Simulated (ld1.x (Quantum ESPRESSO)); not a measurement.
# Building the RRKJ potential for Tc (Z = 43) (PBEsol, scalar-relativistic).

- Element: Tc (Z = 43)
- Generator: ld1.x (Quantum ESPRESSO) 7.5
- Type: norm-conserving RRKJ (Kleinman–Bylander form)
- Functional: PBEsol
- Relativity: scalar-relativistic
- Frozen core: [Kr]
- Valence charge: 7
- Reference configuration: 4d5 5s1 5p1
- Partial waves: 5s (bound): rc 2.55 bohr; 4d (bound): rc 2.05 bohr; 5p (bound): rc 3.10 bohr
- Local potential: the p channel
- Core correction: Bessel-smoothed model core, default radius (core density twice the valence density)
- rho0: 0.01

* Cutoffs needed: 35 Ry and 40 Ry (the cutoffs (Ry, on a coarse ladder) from which the occupation-weighted sum of valence levels, in a spherical-Bessel basis at the reference potential, stays within 10 and 1 mRy of its value at 400 Ry)
* Ghost test: no extra level below or beside the all-electron valence levels (s, d, p, f tested) (spherical-Bessel basis up to 400 Ry, 20 bohr box)
* Largest excitation error: -1075 meV (all-electron minus pseudo) for 4d3 5s0 5p0, out of 7 test configurations
